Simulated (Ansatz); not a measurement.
A structure relaxed at B3LYP-D4/def2-TZVP in Ansatz, charge 1, singlet:

Cartesian coordinates in Å:
```
Ir 0.133 -1.138 -0.314
O -0.383 0.395 0.689
O 0.250 0.743 -0.375
```

Task: Give its formula.

Result: IrO2⁺.

Task: Summarise the bond lengths by kind (pairs closer than 1.2 times the sum of covalent radii, bridged metal pairs left out).

Result: 2 × Ir–O 1.89 to 1.90 Å; 1 × O–O 1.29 Å. The metal has 2 neighbours: O 1.90 Å, O 1.89 Å.

In the def2 sets Ir takes a core potential; there is no spin–orbit coupling. The structure holds 1 bond(s) between oxygen atoms. No other spin state of charge 1 was run. Another isomer (singlet) lies 2.30 eV lower at PBE0-D4/def2-TZVP; other spin states weren't run for this one.
